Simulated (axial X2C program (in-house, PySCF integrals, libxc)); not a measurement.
## SrS at several levels of theory

All values were computed with an in-house relativistic program for diatomic molecules. Spin-free means the one-electron spin-free X2C Hamiltonian; two-component (2c) means X2C with spin–orbit coupling and atomic mean-field two-electron Coulomb and Gaunt terms, so the difference of the two also holds small scalar two-electron terms. Basis: Sr dyall-cv3z [13s12p8d5f1g], S dyall-av3z [9s8p3d2f] (cores contracted in-house); Gaussian nuclei, density fitting, unrestricted open shells. Masses: Sr 87.906 u, S 31.972 u.

State, spin-free: M_S = 0, Λ = 0 (closed shell); electrons by block: σα: 13, σβ: 13, π+α: 6, π+β: 6, π-α: 6, π-β: 6, δ+α: 1, δ+β: 1, δ-α: 1, δ-β: 1. Fragments: Sr + S.

State, 2c: Ω = 0 (closed shell); electrons by block: 1/2: 19, -1/2: 19, 3/2: 7, -3/2: 7, 5/2: 1, -5/2: 1. Fragments: Sr + S.

```
Hamiltonian    level  Re (Å)  ωe (cm⁻¹)  Be (cm⁻¹)  αe (cm⁻¹)  De (eV)  k (mdyn/Å)   μ (D)
  spin-free     PBE0   2.420      405.8     0.1228   0.000426     3.64        2.27  -10.94
  spin-free       HF   2.465      405.4     0.1184   0.000384     1.50        2.27  -13.77
  spin-free      MP2   2.501      367.3      0.115   0.000466     3.48        1.86     n/a
  spin-free     CCSD   2.488      380.6     0.1162   0.000435     2.93           2     n/a
  spin-free  CCSD(T)   2.502      366.3     0.1149   0.000471     3.18        1.85     n/a
  spin-free    B3LYP   2.448      388.4       0.12   0.000443     3.41        2.08  -10.56
         2c     PBE0   2.420      405.9     0.1228   0.000426     3.64        2.28  -10.93
         2c       HF   2.464      405.4     0.1184   0.000384     1.50        2.27  -13.76
         2c      MP2   2.500      367.5      0.115   0.000466     3.46        1.87     n/a
         2c     CCSD   2.487      380.8     0.1162   0.000435     2.92           2     n/a
         2c  CCSD(T)   2.502      366.4     0.1149   0.000471     3.16        1.85     n/a
         2c    B3LYP   2.447      388.5       0.12   0.000443     3.41        2.08  -10.55
```

Correlated methods: 8 electrons correlated (number of frozen shells: Sr 4 s, 3 p, 1 d; S 2 s, 1 p), 262 virtual spin orbitals or spinors in MP2, 90 natural virtuals in coupled cluster.

Dipoles are positive if S is the positive end.

One determinant describes the state; a PBE0 search over occupations chose it and may have missed a lower one. Closed shells are restricted here (equal orbitals for both partners); the stretched side of such a curve lies too high. Dissociation energies refer to the lowest single-determinant-based atoms at the same level and basis. Coupled cluster ran in a truncated set of natural virtual spinors; the MP2 energy of the rest was added. (T) has no such correction and the atoms are truncated less, which lowers De at CCSD(T) by a hundredth of an eV or more. The 2c atoms are single determinants rather than J levels; their spin–orbit lowering is only partly caught, and De is too large by that part. This holds for PBE0, B3LYP. The functionals have no current-density term, which raises determinants with orbital currents, atoms included. The outer-core s and p shells of the metal are frozen in the correlated rows, which leaves out core–valence correlation; for alkali and alkaline-earth bonds that tends to lengthen them. With the outer-core shells frozen, correlated bond lengths of heavy atoms tend to come out a few hundredths of an ångström too long.

Rough cost a point (2c) on 1 thread(s) of a shared host, integrals apart: PBE0 0.8 s, HF 0.5 s, CCSD(T) 2.4 s, B3LYP 0.8 s.

The whole task took 120 s on 1 thread of Arm Neoverse V2, on a shared host.
